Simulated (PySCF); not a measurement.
## Electron correlation in Nd³¹⁺ (neodymium, charge +31)

Starting occupation: [Ar] 3d10 4s1, 4s1/2 with m_j = +1/2. Calculation: PySCF 2.14, in an uncontracted even-tempered set (17 s from 2.9 bohr⁻², ratio 2.8; 13 p from 3.8 bohr⁻², ratio 2.8; 8 d from 6.8 bohr⁻², ratio 2.8; 4 f from 16 bohr⁻², ratio 3); X2C-1e with screened-nucleus spin-orbit coupling, Gaussian nucleus. Frozen: [Ne]; 19 electrons correlated; the 74 highest virtual spinors left out.

MP2 pair energies summed by pair of shells (mhartree):

| pair | energy | share (%) |
| --- | --- | --- |
| 3d3/2-3d5/2 | -186.20 | 26.0 |
| 3d5/2-3d5/2 | -131.07 | 18.3 |
| 3d5/2-3p3/2 | -65.78 | 9.2 |
| 3d3/2-3d3/2 | -56.41 | 7.9 |
| 3d3/2-3p3/2 | -44.74 | 6.2 |
| 3d5/2-3p1/2 | -33.21 | 4.6 |
| 3d5/2-3s1/2 | -26.02 | 3.6 |
| 3p1/2-3p3/2 | -25.07 | 3.5 |
| 3d5/2-4s1/2 | -24.91 | 3.5 |
| 3p3/2-3p3/2 | -24.54 | 3.4 |
| 3d3/2-3p1/2 | -21.49 | 3.0 |
| 3d3/2-3s1/2 | -17.51 | 2.4 |
| 3d3/2-4s1/2 | -16.18 | 2.3 |
| 3p3/2-3s1/2 | -13.44 | 1.9 |
| 3p3/2-4s1/2 | -8.03 | 1.1 |
| 3p1/2-3s1/2 | -7.00 | 1.0 |
| 3p1/2-3p1/2 | -6.12 | 0.9 |
| 3s1/2-3s1/2 | -3.81 | 0.5 |
| 3p1/2-4s1/2 | -3.43 | 0.5 |
| 3s1/2-4s1/2 | -1.98 | 0.3 |

Total MP2 correlation energy: -716.91 mhartree.

At this charge the one-electron X2C treatment keeps the bare 1/r₁₂, with no two-electron picture change or Breit term. The effect here is smaller than on the frozen 1s shell.
